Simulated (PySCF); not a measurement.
The numbers are results of B3LYP-D3(BJ)/def2-TZVP (PySCF), not measurements. All species are isolated molecules in the gas phase. One relaxed conformer stands for a flexible species; it need not be the lowest. B3LYP has the VWN-RPA correlation part, as in Gaussian. Excitations are Tamm–Dancoff values on a coarser integration grid. The basis has no diffuse functions, so Rydberg states are missing or too high.

Reference species (SMILES): `[CH3][Ga]([CH3])[CH3]` (neutral, multiplicity 1).

```json
{
  "S1 oscillator strength": "0.000",
  "HOMO": "-7.18 eV",
  "T1 excitation (TDA)": "4.89 eV"
}
```

Changed species: `[NH2][Ga]([NH2])[NH2]` (3 of 3 CH3 replaced by NH2; the reference has 0 of 3 CH3 replaced by NH2).

### Question
Give the shifts of the S1 oscillator strength, HOMO and T1 excitation (TDA).

### Answer
the S1 oscillator strength hardly moves; the HOMO goes up by 0.68 eV, to -6.50 eV; the T1 excitation (TDA) stays essentially unchanged.
